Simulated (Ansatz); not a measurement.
Consider the formal exchange of groups at a C–C bond: `C=CC(C)(F)S` + `[F][SnH]([F])[F]` → `C=[CH][Sn]([F])([F])[F]` + `CC(F)S`.

Computed with Ansatz on PBE0-D4/def2-TZVP structures; ΔE is electronic, products minus reactants. CBS: MP2 limit from def2 TZ/QZ plus the TZ coupled-cluster correction, frozen cores. Functionals use def2-TZVPP. B3LYP here is the variant with VWN-RPA as its local correlation; programs differ in this. Elements past krypton have def2 core potentials. For Sn outer-core shells are correlated without core-valence functions, which leaves a few kJ/mol of doubt a bond. Each species was taken in one conformer, which may not be the lowest.

`C=CC(C)(F)S`:

Z-matrix (Å, degrees):
```
C
C 1 1.494
F 1 1.383 2 109.5
C 1 1.516 2 112.7 3 119.9
S 1 1.822 2 109.9 3 -120.0
C 2 1.324 1 124.4 3 3.3
H 2 1.086 1 114.5 3 -177.0
H 4 1.091 1 108.7 2 -63.6
H 4 1.090 1 110.7 2 56.1
H 4 1.091 1 110.2 2 176.9
H 5 1.342 1 95.7 2 46.6
H 6 1.083 2 121.4 1 -0.2
H 6 1.083 2 120.8 1 179.8
```

`[F][SnH]([F])[F]`:

Z-matrix (Å, degrees):
```
Sn
F 1 1.891
F 1 1.891 2 105.0
F 1 1.891 2 105.0 3 110.4
H 1 1.682 2 113.7 3 -124.8
```

`C=[CH][Sn]([F])([F])[F]`:

Z-matrix (Å, degrees):
```
Sn
C 1 2.091
F 1 1.900 2 109.7
F 1 1.897 2 116.2 3 119.2
F 1 1.897 2 116.2 3 -119.2
C 2 1.326 1 119.5 3 0.1
H 2 1.084 1 118.3 3 -179.9
H 6 1.085 2 122.8 1 -0.0
H 6 1.087 2 120.8 1 -180.0
```

`CC(F)S`:

```xyz
9

C     0.810    0.354    0.302
C    -0.244   -0.649   -0.084
F    -0.860   -1.108    1.067
S    -1.458   -0.032   -1.262
H     1.358    0.687   -0.580
H     0.351    1.222    0.780
H     1.510   -0.100    1.007
H     0.196   -1.521   -0.578
H    -1.664    1.147   -0.651
```

Q: Is it downhill or uphill in electronic energy at CCSD(T)/CBS, and by how much? (Best estimate.)

A: Computed: Downhill: ΔE = -0.19 eV.

Q: What do these levels give: PBE-D4, B3LYP-D4, ωB97X-V, B3LYP, HF/def2-TZVPP, CCSD/def2-TZVPP, CCSD(T)/def2-TZVPP, MP2/def2-QZVPP, SCS-MP2/def2-QZVPP, HF/CBS(def2), MP2/CBS(def2), CCSD/CBS(def2)? (Best estimate.)

A: Ansatz gave: PBE-D4 -0.15, B3LYP-D4 -0.17, ωB97X-V -0.14, B3LYP -0.22, HF/def2-TZVPP -0.21, CCSD/def2-TZVPP -0.18, CCSD(T)/def2-TZVPP -0.17, MP2/def2-QZVPP -0.17, SCS-MP2/def2-QZVPP -0.19, HF/CBS(def2) -0.21, MP2/CBS(def2) -0.18, CCSD/CBS(def2) -0.20 eV.

Largest T1 diagnostic among the species: 0.015.

In def2-TZVPP, CCSD(T) changes the Hartree–Fock value by +0.04 eV (the triples alone add +0.01 eV) and MP2 by +0.05 eV. The D4 term adds +0.05 eV with B3LYP and +0.03 eV with PBE0; it sums over pairs of atoms, weighted by their polarisabilities, and B3LYP, whose exchange is more repulsive, gets the larger term.
